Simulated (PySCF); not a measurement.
C₇H₁₂N (doublet state).
SMILES with atom numbers: `[CH3:1][CH:2]/[N:3]=[C:4]1\[CH2:5][CH2:6][C@H:7]1[CH3:8]` (hydrogens: H9, H10, H11 on C1; H12 on C2; H13, H14 on C5; H15, H16 on C6; H17 on C7; H18, H19, H20 on C8)

Cartesian coordinates in Å at the GFN2-xTB level; atoms count from 1:
```
atom  x, y, z in Å
C1    -3.318    0.458   -0.958
C2    -2.075   -0.261   -0.583
N3    -1.012    0.408   -0.239
C4     0.060   -0.037    0.328
C5     0.459   -1.291    1.063
C6     1.870   -0.691    1.211
C7     1.404    0.604    0.506
C8     2.134    0.990   -0.774
H9    -4.147    0.147   -0.319
H10   -3.599    0.228   -1.987
H11   -3.171    1.529   -0.857
H12   -2.077   -1.349   -0.659
H13   -0.072   -1.460    2.002
H14    0.396   -2.204    0.468
H15    2.201   -0.557    2.238
H16    2.635   -1.232    0.659
H17    1.374    1.470    1.175
H18    3.145    1.326   -0.551
H19    2.189    0.139   -1.449
H20    1.600    1.792   -1.277
```

The hyperfine couplings belong to this conformer and change with its torsions.

Method: PySCF, UKS B3LYP, pcH-1 on C H N, non-relativistic, mean-field spin-orbit, GIAO. Isolated species at its GFN2-xTB geometry (one conformer only). Couplings are sensitive to structure, and on GFN2-xTB geometries they can be far from those on DFT ones. The frame is twisted about the C2–N3 bond at this geometry (dihedral H12–C2–N3–C4 = -16°); couplings at other torsion angles weren't computed. No stability test was run, so a lower SCF solution isn't excluded.

Q: Predict the first-order ENDOR lines of N3, H17, H14, H13, H9/H10/H11, H12, H16 and H15 under fast tumbling at B = 3366.9 mT (W band).

A: For S = 1/2 in fast tumbling each set of equivalent nuclei gives two lines, ν± = |νn ± a/2| to first order, with νn = g_N μN B/h and μN/h = 7.62259 MHz/T.

```json
{"nuclei": "N3", "isotope": "14N", "g_N": "0.4038", "νn (MHz)": "10.36", "a_iso (MHz)": "-4.40", "lower line (MHz)": "8.16", "upper line (MHz)": "12.56"}
{"nuclei": "H17", "isotope": "1H", "g_N": "5.5857", "νn (MHz)": "143.35", "a_iso (MHz)": "66.44", "lower line (MHz)": "110.14", "upper line (MHz)": "176.57"}
{"nuclei": "H14", "isotope": "1H", "g_N": "5.5857", "νn (MHz)": "143.35", "a_iso (MHz)": "64.78", "lower line (MHz)": "110.97", "upper line (MHz)": "175.74"}
{"nuclei": "H13", "isotope": "1H", "g_N": "5.5857", "νn (MHz)": "143.35", "a_iso (MHz)": "49.87", "lower line (MHz)": "118.42", "upper line (MHz)": "168.29"}
{"nuclei": "H9/H10/H11", "isotope": "1H", "g_N": "5.5857", "νn (MHz)": "143.35", "a_iso (MHz)": "45.91", "lower line (MHz)": "120.40", "upper line (MHz)": "166.31"}
{"nuclei": "H12", "isotope": "1H", "g_N": "5.5857", "νn (MHz)": "143.35", "a_iso (MHz)": "-36.25", "lower line (MHz)": "125.23", "upper line (MHz)": "161.48"}
{"nuclei": "H16", "isotope": "1H", "g_N": "5.5857", "νn (MHz)": "143.35", "a_iso (MHz)": "-2.55", "lower line (MHz)": "142.08", "upper line (MHz)": "144.63"}
{"nuclei": "H15", "isotope": "1H", "g_N": "5.5857", "νn (MHz)": "143.35", "a_iso (MHz)": "-1.89", "lower line (MHz)": "142.41", "upper line (MHz)": "144.30"}
```

Q: Which pairs are centred on the nuclear Larmor frequency, and which on half the coupling?

A: Centred on νn, since |a| < 2νn: N3, H17, H14, H13, H9/H10/H11, H12, H16 and H15. No pair has |a| > 2νn.

Nuclei that the bonding pattern makes equivalent are averaged, as if the motion that swaps them (rotation, inversion, ring flip) were fast. The three 1H nuclei of mean +45.9 MHz run from 1.8 to 73.9 MHz in the frozen geometry.
